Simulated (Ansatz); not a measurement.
Calculated with Ansatz (gas phase, PBE0-D4/def2-TZVP geometries, no zero-point term in ΔE). CCSD(T)/CBS is the MP2 limit (def2-TZVPP, def2-QZVPP) plus CCSD(T) − MP2 in def2-TZVPP, frozen cores. This one scheme is used for every species. Functionals use def2-TZVPP. B3LYP here is the variant with VWN-RPA as its local correlation; programs differ in this. HSE06 is defined as in plane-wave codes. Elements past krypton have def2 core potentials. For I outer-core shells are correlated without core-valence functions, which leaves a few kJ/mol of doubt a bond. One conformer a species, not always the lowest.

`F[SiH2]I` + H₂O → `O[SiH2]I` + H–F  (formal hydrolysis of the Si–F bond)

`F[SiH2]I`:

Cartesian coordinates in Å:
```
F 0.356 -1.560 0.313
Si 0.123 -0.050 -0.137
I -1.438 1.005 1.384
H -0.458 -0.055 -1.494
H 1.416 0.660 -0.066
```

H₂O:

```xyz
3

O    -0.107   -0.370   -0.056
H     0.736    0.033   -0.274
H    -0.629    0.337    0.330
```

`O[SiH2]I`:

Z-matrix (Å, degrees):
```
Si
I 1 2.446
O 1 1.635 2 111.4
H 1 1.475 2 108.7 3 116.9
H 1 1.482 2 105.7 3 -122.4
H 3 0.959 1 118.3 2 -55.5
```

H–F:

Cartesian coordinates in Å:
```
F 0.320 -0.151 0.294
H -0.320 0.151 -0.294
```

```tsv
level	ΔE (kJ/mol)	difference from CCSD(T)/CBS
LDA (SPW92)	30.6	-5.0
PBE-D4	33.7	-1.9
revPBE-D4	32.3	-3.3
BLYP-D4	36.7	1.1
B97M-V	39.7	4.1
PBE0-D4	32.9	-2.7
B3LYP-D4	36.2	0.6
r2SCANh-D4	35.8	0.2
r2SCAN0-D4	34.8	-0.8
HSE06-D4	32.7	-2.9
BHLYP-D4	36.6	1.0
CAM-B3LYP-D4	37.4	1.8
ωB97M-V	36.1	0.5
B2PLYP	37.1	1.5
PBE-QIDH	33.0	-2.6
PBE	35.5	-0.1
revPBE	36.8	1.2
BLYP	40.6	5.0
r2SCAN	36.9	1.3
PBE0	34.5	-1.1
B3LYP	39.2	3.6
r2SCANh	36.2	0.6
r2SCAN0	35.4	-0.2
HSE06	34.2	-1.4
BHLYP	39.1	3.5
LC-ωPBE	36.1	0.5
RPA@PBE/def2-TZVPP	36.2	0.6
HF/def2-SVP	36.7	1.1
MP2/def2-SVP	32.1	-3.5
CCSD/def2-SVP	34.9	-0.7
CCSD(T)/def2-SVP	34.3	-1.3
MP2/def2-TZVPP	32.1	-3.5
SCS-MP2/def2-TZVPP	34.9	-0.7
CCSD/def2-TZVPP	35.3	-0.3
CCSD(T)/def2-TZVPP	34.2	-1.4
HF/def2-QZVPP	42.0	6.4
MP2/def2-QZVPP	33.5	-2.1
HF/CBS(def2)	42.2	6.6
MP2/CBS(def2)	33.5	-2.1
CCSD/CBS(def2)	36.7	1.1
CCSD(T)/CBS	35.6	0
```

Largest T1 diagnostic among the species: 0.009.

Leaving LDA and LC-ωPBE aside and taking each functional with its dispersion term where it has one, the values spread over 7.4 kJ/mol, from revPBE-D4 to B97M-V. LDA lies −5.0 kJ/mol from PBE without D4. In def2-TZVPP, CCSD(T) changes the Hartree–Fock value by −6.0 kJ/mol (the triples alone add −1.1 kJ/mol) and MP2 by −8.1 kJ/mol.
